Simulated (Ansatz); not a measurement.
In9Ga. Total charge 0; singlet. Geometry PBE-D4/def2-SVP.

| atom | x (Å) | y (Å) | z (Å) |
| --- | --- | --- | --- |
| Ga1 | 1.984 | -2.225 | 0.742 |
| In2 | -1.875 | 2.997 | -0.701 |
| In3 | -2.922 | -0.079 | -1.050 |
| In4 | 0.796 | 1.375 | 0.272 |
| In5 | -0.485 | 0.929 | -2.567 |
| In6 | 3.486 | 0.163 | 1.184 |
| In7 | 0.204 | -1.044 | 2.462 |
| In8 | 1.665 | -1.078 | -1.728 |
| In9 | -0.874 | -1.989 | -0.265 |
| In10 | -1.979 | 0.951 | 1.651 |

In the def2 sets In takes a core potential; there is no spin–orbit coupling. The restricted singlet is unstable towards broken spin symmetry in Hartree–Fock (as tested in another run); at PBE-D4/def2-SVP, r2SCAN-D4/def2-SVP, PBE0-D4/def2-SVP this wasn't settled. The structure comes from a short search, and lower isomers may exist.

Q: Estimate the orbital energies around the gap (eV) in Ansatz with PBE-D4/def2-SVP, r2SCAN-D4/def2-SVP, PBE0-D4/def2-SVP.

A: 
```
orbital  PBE-D4/def2-SVP  r2SCAN-D4/def2-SVP  PBE0-D4/def2-SVP
 HOMO−5            -6.18               -6.33             -6.74
 HOMO−4            -4.81               -4.99             -5.36
 HOMO−3            -4.69               -4.88             -5.23
 HOMO−2            -4.62               -4.81             -5.19
 HOMO−1            -4.48               -4.66             -5.03
   HOMO            -4.12               -4.29             -4.62
   LUMO            -3.62               -3.71             -3.19
 LUMO+1            -3.26               -3.32             -2.86
 LUMO+2            -3.25               -3.29             -2.83
 LUMO+3            -3.07               -3.12             -2.64
 LUMO+4            -2.69               -2.69             -2.23
 LUMO+5            -2.58               -2.59             -2.10
```
